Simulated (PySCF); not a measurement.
SMILES o1cccc1-c1ccc(C=O)cc1 at its GFN2-xTB optimised geometry (Å):

```
21

O      2.5022    -4.2786    -0.0001
C      2.7679    -3.1022     0.0000
C      1.7931    -2.0107     0.0000
C      0.4242    -2.2938     0.0000
C     -0.5017    -1.2764     0.0000
C     -0.0837     0.0593     0.0000
C     -1.0444     1.1401     0.0000
C     -2.4206     1.1401     0.0000
C     -2.8203     2.4921     0.0000
C     -1.6690     3.2213     0.0000
O     -0.5979     2.4196     0.0000
C      1.2874     0.3412     0.0000
C      2.2119    -0.6790     0.0000
H      3.8223    -2.7573     0.0000
H      0.1154    -3.3286    -0.0001
H     -1.5554    -1.5061    -0.0001
H     -3.0674     0.2873     0.0000
H     -3.8223     2.8689     0.0000
H     -1.4911     4.2786     0.0000
H      1.6099     1.3711     0.0000
H      3.2688    -0.4530     0.0000
```

Computed with PySCF with PBE0/def2-SVP. Cells within 0.4 Å of a nucleus heavier than hydrogen are left out (blank, or x).

Map of the log10 of the electron density (e/bohr³), floored at −4 on the plane z = 0.0 Å:

```
|0000000000000000000000000|
|0000000000000000000000000|
|0000000023310000000000000|
|0000000256531000000000000|
|0000122469752000000000000|
|0002455689854200000000000|
|000368789x876410000000000|
|0014699x989x8532200000000|
|0003578x879x8555420000000|
|0001357988987578641000000|
|0000257xx9x87789742100000|
|00003689888988xx755320000|
|000025776579x9x9887630000|
|0000135545799778x99641000|
|00000123588x8768987531000|
|00000013699x9889975432000|
|0000000256789x9x987753100|
|00000001234789889x9974100|
|00000000013698668x9863100|
|0000000000357657998642000|
|0000000000134457xx8520000|
|0000000000001246897410000|
|0000000000000024554200000|
|0000000000000001221000000|
|0000000000000000000000000|
```
Scale: ten equal steps from -4.00 (start of '0') to -0.261 (end of '9'), in the order '0123456789'; x runs from -6.50 to 6.50, y from -6.50 (bottom) to 6.50 (top).
